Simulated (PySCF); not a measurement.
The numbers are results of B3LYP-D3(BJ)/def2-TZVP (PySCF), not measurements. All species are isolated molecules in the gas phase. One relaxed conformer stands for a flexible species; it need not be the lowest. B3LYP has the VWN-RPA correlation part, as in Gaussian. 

Reference species (SMILES): `OC[SiH3]` (H–O–C–Si torsion 61°) (neutral, multiplicity 1).

| Item | Result |
|---|---|
| HOMO | -7.36 eV |

Changed species: `CO[SiH3]`.

Q: Predict the effect on the HOMO.

A: the HOMO drops by 0.59 eV, to -7.95 eV.
